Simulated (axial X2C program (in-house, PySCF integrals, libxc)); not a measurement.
Low determinants of MoS at the PBE0 level, 2c

All values were computed with an in-house relativistic program for diatomic molecules. Two-component (2c) means X2C with spin–orbit coupling and atomic mean-field two-electron Coulomb and Gaunt terms. Basis: Mo dyall-cv3z [11s12p9d5f3g], S dyall-av3z [9s8p3d2f] (cores contracted in-house); Gaussian nuclei, density fitting, unrestricted open shells. Masses: Mo 97.905 u, S 31.972 u.

Search at 2.150 Å (vertical energies from the lowest determinant):

| ΔE (eV) | state | electrons beyond evenly filled partner blocks | electrons in ±ω = 1/2, 3/2, 5/2, 7/2 |
| --- | --- | --- | --- |
| 0.00 | Ω = 1 | ω = -3/2, ω = 5/2 | 40 15 3 0 |
| 0.08 | Ω = 3 | ω = 1/2, ω = 5/2 | 39 16 3 0 |
| 0.97 | Ω = 2 | 2 × ω = 1/2, ω = -3/2, ω = 5/2 | 40 15 3 0 |
| 0.99 | Ω = 2 | ω = -1/2, ω = 5/2 | 39 16 3 0 |
| 1.05 | Ω = 0 | ω = -1/2, 2 × ω = 3/2, ω = -5/2 | 39 16 3 0 |
| 1.40 | Ω = 0 | 2 × ω = 1/2, ω = 3/2, ω = -5/2 | 40 15 3 0 |
| 1.59 | Ω = 1 | ω = -1/2, ω = 3/2 | 39 15 4 0 |

Lowest determinant, Ω = 1 (⟨Sz⟩ = 2.00, ⟨Lz⟩ = -1.00 at PBE0): Re = 2.127 Å, ωe = 489.2 cm⁻¹.

The determinant in row 2 of the search, Ω = 3 (⟨Sz⟩ = 2.00, ⟨Lz⟩ = 1.00 at PBE0), was followed along the bond at PBE0; measured from the minimum of the lowest determinant it gives:

Te = 0.084 eV (678 cm⁻¹), Re = 2.128 Å, ωe = 485.4 cm⁻¹.

Compare the bond of the determinant in row 2 with that of the lowest one.

At PBE0 its Re is 0.001 Å longer and its force constant, which goes as ωe², is 0.98 times that of the lowest determinant. T0 ≈ Te + Δωe/2 = 678 + (-2) = 676 cm⁻¹.

The search compares states at one distance, so a state with another bond length can lie lower; it is not exhaustive and yields mostly the lowest determinant of each block pattern, so other components and higher states of one pattern are missing. These are energies of single determinants, not of spin-adapted states; PBE0 term energies can be off by some tenths of an eV, and the functional has no current term. Open-shell Ω = 0 determinants with evenly filled partner blocks cannot be reached by this program, so the Ω shown need not be the lowest component.
